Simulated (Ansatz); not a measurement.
Isolated molecules relaxed with PBE0-D4/def2-TZVP in Ansatz; ΔE leaves out vibrations. CCSD(T)/CBS is the MP2 limit (def2-TZVPP, def2-QZVPP) plus CCSD(T) − MP2 in def2-TZVPP, frozen cores. DFT in def2-TZVPP. B3LYP here is the variant with VWN-RPA as its local correlation; programs differ in this. For Ge outer-core shells are correlated without core-valence functions, which leaves a few kJ/mol of doubt a bond. Scalar relativity is left out up to krypton. Each species was taken in one conformer, which may not be the lowest.

Reaction (redistribution): `C[N]([GeH3])[SiH2]O` + `[CH3][GeH]([Cl])[Cl]` → `[Cl][GeH]([Cl])[GeH3]` + `CN(C)[SiH2]O`

```csv
level,ΔE (eV)
B3LYP,0.34
HF/def2-QZVPP,0.51
```

Question: What does CCSD(T)/CBS give? (Estimate.)

Answer: Computed: +0.52 eV. The listed levels differ from it by -0.18, -0.01 eV.

Largest T1 diagnostic among the species: 0.012.

From PBE to PBE0 (25 % exact exchange), in def2-TZVPP and without D4, ΔE moves by +0.06 eV.
